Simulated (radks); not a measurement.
Spherical quantum dot in the effective-mass picture: electrons in a well V = -V0 / (1 + exp((r - R)/a)) with V0 = 22.2, R = 2.55, a = 0.29, all in effective atomic units (hartree* = m*/eps^2 hartree, bohr* = eps/m* bohr), one dielectric constant everywhere. Method: non-relativistic Kohn-Sham, PBE, spin-polarised, spherical densities; computed with a radial shooting solver with Libxc functionals. Levels are named by radial order and angular momentum (1s, 1p, 1d, 2s, ...), and open shells are averaged over m.

N = 21, configuration 1s2 1p6 1d10 2s2 1f(up 1, down 0). This is the lowest configuration that the search found. Occupied and some empty levels:

| level | occupation | eigenvalue (hartree*) | <r> (bohr*) |
|---|---|---|---|
| 1s up | 1 | -8.9273 | 1.450 |
| 1s down | 1 | -8.9115 | 1.447 |
| 1p up | 3 | -8.3271 | 1.585 |
| 1p down | 3 | -8.3081 | 1.583 |
| 1d up | 5 | -7.4232 | 1.692 |
| 1d down | 5 | -7.4017 | 1.691 |
| 2s up | 1 | -6.3198 | 1.258 |
| 2s down | 1 | -6.3104 | 1.259 |
| 1f up | 1 | -6.2788 | 1.782 |
| 1f down | 0 | -6.2558 | 1.782 |
| 2p up | 0 | -4.9827 | 1.467 |
| 2p down | 0 | -4.9716 | 1.467 |
| 1g up | 0 | -4.9318 | 1.862 |
| 1g down | 0 | -4.9081 | 1.862 |
| 2d up | 0 | -3.5018 | 1.624 |
| 2d down | 0 | -3.4892 | 1.624 |

Energy (hartree*): total -280.685, kinetic 40.198, external -431.46, Hartree 123.96, exchange-correlation -13.381.
